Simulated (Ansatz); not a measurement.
`FC[SiH](F)F` + H₂S → `FC[SiH](F)S` + H–F at 700 K and 1 bar (ligand exchange at the Si–F bond).

Program: Ansatz. Geometries: PBE0-D4/def2-TZVP. ΔE: electronic, gas phase. CCSD(T)/CBS adds triple-zeta CCSD(T) − MP2 to the extrapolated MP2 energy (def2 sets, frozen cores). This one scheme is used for every species. Each species was taken in one conformer, which may not be the lowest.

```
      species  CCSD(T)/CBS energy (Eh)  H − E (kJ/mol)  S (J/(mol·K))
`FC[SiH](F)F`               -628.43886           182.4          425.9
          H₂S               -398.97279            64.8          236.9
`FC[SiH](F)S`               -926.98460           209.8          459.9
          H–F               -100.39570            45.2          198.5
```

H − E and S are ideal-gas, rigid-rotor, harmonic terms from PBE0-D4/def2-TZVP, for one conformer and one mirror image of each species. 1 Eh = 2625.50 kJ/mol, R = 8.31446 J/(mol·K).

By hand: ΔE, ΔH, ΔS and ΔG.

ΔE = (-926.98460) + (-100.39570) − (-628.43886) − (-398.97279) = 0.03135 Eh = 82.3 kJ/mol. Δ(H − E) = 209.8 + 45.2 − 182.4 − 64.8 = 7.8, so ΔH = 90.1 kJ/mol. ΔS = 459.9 + 198.5 − 425.9 − 236.9 = -4.4 J/(mol·K). ΔG = 90.1 − 700 × (-4.4)/1000 = 93.2 kJ/mol.

By hand: the equilibrium constant, and the temperature at which ΔG would vanish if ΔH and ΔS stayed fixed.

log₁₀ K = −ΔG/(RT ln 10) = -7.0. ΔH and −TΔS have one sign here, so there is no such temperature.

The number of gas molecules stays the same, so ΔS is small and ΔH decides. A doubt of 5 kJ/mol in ΔE shifts log₁₀ K by 0.4 here. Other conformers and mirror images would add mixing entropy, several J/(mol·K) or more a flexible species. These are equilibria of isolated gas molecules and say nothing of rates. Largest T1 diagnostic: 0.012 (customary marks: 0.02 for closed shells, 0.045 for open ones).

ΔS is within the doubt of such terms, so its sign, and with it that verdict, could turn.
